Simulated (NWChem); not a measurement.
System: AgPH3Br; SMILES [PH3]->[Ag][Br]

Here is an NWChem input.

```
start job
memory heap 200 mb stack 900 mb global 1100 mb
geometry units angstroms noautoz
  Ag    -0.000323    -0.445318     0.000073
  Br     0.000934     1.967234    -0.000113
  P     -0.003232    -2.808015     0.000178
  H     -1.240223    -3.493633    -0.091779
  H      0.533557    -3.497186     1.116235
  H      0.692826    -3.497509    -1.023868
end
basis spherical
  * library def2-tzvpp
end
ecp
  Ag library def2-ecp
end
dft
  xc xpbe96 cpbe96
  iterations 150
  semidirect filesize 400000000
  mulliken
end
task dft energy
```

All runs use the structure optimised with PBE0/def2-SVP. def2 effective core potentials on Ag; no spin-orbit coupling.

### Question
Give the results of this calculation. (PBE/def2-TZVPP with def2 effective core potentials on Ag.) Quantities: basis functions; energy (Ha); highest occupied level (eV); orbital gap (eV); dipole (D).

### Answer
The number of basis functions is 188. The energy (Ha) comes out as -3063.85 and the highest occupied level (eV) is -5.65. The orbital gap (eV) comes out as 3.81 and the dipole (D) is 7.90.
